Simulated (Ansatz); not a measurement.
Cost and result for the atomization energy of C$_{2}$H$_{9}$BGe, SMILES `B[CH2][GeH2][CH3]` (13 atoms, 12 bonds).

```xyz
13

B    -1.3739   -1.2806   -0.8003
C    -0.3868   -0.2493   -1.3281
Ge   -0.2168    0.7264    0.4198
C     1.5971    0.5072    1.0984
H    -0.9809   -2.2667   -0.2401
H    -2.5550   -1.0810   -0.8494
H     0.6257   -0.5818   -1.5580
H    -0.7465    0.4809   -2.0516
H    -1.2247    0.1580    1.4442
H    -0.5770    2.2028    0.1800
H     2.3156    0.9338    0.3976
H     1.7072    1.0042    2.0630
H     1.8159   -0.5540    1.2245
```

Total charge 0; spin multiplicity 1. Correlated methods include outer-core shells of Ge, which these sets cover unevenly. Scalar relativity is left out up to krypton. The structure was optimised at the PBE0-D4/def2-TZVP level. It is one conformer, not always the lowest. Program: Ansatz. All runs use 4 threads of an Arm Neoverse V2 on a shared host. Times are those of one run each, without the atoms' runs, and a repeat can differ threefold. Electronic energies, without spin–orbit coupling; frozen cores. CCSD(T)/CBS adds CCSD(T) − MP2 in def2-TZVPP to the MP2 limit, and its time is that of the two runs behind it. T1 = 0.011. With those shells the extrapolation isn't a true limit. B3LYP takes the VWN-RPA correlation (the form of Gaussian; ORCA's B3LYP/G).

CCSD(T)/CBS is a level of theory with its own doubt, some kJ/mol a heavy atom from the limit and from the frozen cores, so smaller differences don't rank the functionals.

| level | functions | wall time |
| --- | --- | --- |
| PBE-D4/def2-TZVPP (with forces) | 267 | 2.5 s |
| PBE0-D4/def2-TZVPP | 267 | 2.9 s |
| r2SCAN-D4/def2-TZVPP (with forces) | 267 | 4.6 s |
| B3LYP-D4/def2-TZVPP (with forces) | 267 | 4.7 s |
| B2PLYP/def2-TZVPP | 267 | 4.9 s |
| ωB97X-V/def2-TZVPP | 267 | 7.5 s |
| ωB97M-V/def2-TZVPP (with forces) | 267 | 11 s |
| MP2/def2-QZVPP | 530 | 25 s |
| CCSD(T)/def2-TZVPP | 267 | 3.1 min |
| CCSD(T)/CBS(def2) | – | 3.5 min |

Problem. What atomization energy does each give, and how far from CCSD(T)/CBS? (Estimate.)

Solution. The calculation gave: 
| level | atomization (kJ/mol) | difference from CCSD(T)/CBS | per bond |
| --- | --- | --- | --- |
| PBE-D4/def2-TZVPP (with forces) | 4527.7 | 25.9 | 2.2 |
| PBE0-D4/def2-TZVPP | 4503.3 | 1.5 | 0.1 |
| r2SCAN-D4/def2-TZVPP (with forces) | 4519.0 | 17.2 | 1.4 |
| B3LYP-D4/def2-TZVPP (with forces) | 4501.9 | 0.1 | 0.0 |
| B2PLYP/def2-TZVPP | 4458.7 | -43.1 | -3.6 |
| ωB97X-V/def2-TZVPP | 4513.2 | 11.4 | 1.0 |
| ωB97M-V/def2-TZVPP (with forces) | 4503.3 | 1.5 | 0.1 |
| MP2/def2-QZVPP | 4478.8 | -23.0 | -1.9 |
| CCSD(T)/def2-TZVPP | 4424.3 | -77.5 | -6.5 |
| CCSD(T)/CBS(def2) | 4501.8 | 0.0 | 0.0 |

In def2-TZVPP, CCSD(T) changes the Hartree–Fock value by +966.6 kJ/mol (the triples alone add +45.2 kJ/mol) and MP2 by +976.4 kJ/mol; breaking electron pairs costs correlation energy, which Hartree–Fock lacks. The D4 term adds +37.6 kJ/mol with B3LYP and +19.8 kJ/mol with PBE0; it sums over pairs of atoms, weighted by their polarisabilities, and B3LYP, whose exchange is more repulsive, gets the larger term. From PBE to PBE0 (25 % exact exchange), in def2-TZVPP and without D4, the atomization energy moves by −20.7 kJ/mol: exact exchange takes away binding that semilocal exchange gives to molecules.
